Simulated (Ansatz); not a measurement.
Ideal-gas functions of Cl2FOSi, SMILES `[O][Si](F)(Cl)Cl` radical at 400 K and 1 bar, from an Ansatz frequency run at PBE0-D4/def2-TZVP.

Molar mass 133.99 g/mol, point group Cs (symmetry number 1), electronic degeneracy 2, moments of inertia 157.771, 265.988, 298.967 u Å². Harmonic wavenumbers (cm⁻¹, unscaled): 33, 154, 261, 275, 305, 513, 650, 860, 983.

Use S(trans) = R[1.5 ln M + 2.5 ln T − 1.1517]; rotational temperatures θ = 24.2544 K / I; S(rot) = R[ln(√π/σ · √(T³/θAθBθC)) + 1.5]; for each mode x = 1.438777 ν̃/T, S = R[x/(eˣ − 1) − ln(1 − e⁻ˣ)] and H = RT x/(eˣ − 1); 1 cm⁻¹ = 0.0119627 kJ/mol; R = 8.31446 J/(mol·K).

Problem. By hand: the entropy, in J/(mol·K).

Solution. Translation 176.0. Rotation: θ = 0.1537, 0.0912, 0.0811 K, giving 120.1. Vibration, mode by mode: 26.04, 13.33, 9.14, 8.74, 7.95, 4.31, 2.92, 1.61, 1.13, in all 75.2. Electronic 5.8. Sum 377.1 J/(mol·K).

Problem. By hand: H − E and G − E in kJ/mol, counted from the electronic energy.

Solution. Zero-point energy ½ × 4034 × 0.0119627 = 24.1; thermal vibration 14.2; translation, rotation and pV give 4 RT = 13.3. H − E = 51.6 kJ/mol, and G − E = 51.6 − 400 × 377.1/1000 = -99.2 kJ/mol.

Vibration gives 20 % of the entropy, 26.0 J/(mol·K) of it from the mode under 150 cm⁻¹: soft modes count most, and the harmonic formula is weakest for them.
